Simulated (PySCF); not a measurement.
Vertical excitations of a molecule C4H4F2 from TDA-PBE0/def2-SVPD (PySCF), as energy in eV (oscillator strength): 5.89 (0.000), 6.15 (0.000), 7.54 (0.003), 7.75 (0.079), 7.78 (0.008), 8.24 (0.000), 8.32 (1.324), 8.53 (0.000), 8.75 (0.117), 8.89 (0.002). Lowest triplet (TDA): 4.47 eV. The structure is a stationary point at r2SCAN-D4/def2-SVP. Other conformers were not sampled.

Task: Pick the molecule that these values belong to.
A. C=C=CC(F)F
B. C#CC(C)(F)F
C. F[C@@H]1C=C[C@H]1F
D. FC1=CC[C@H]1F

Result: A, C=C=CC(F)F
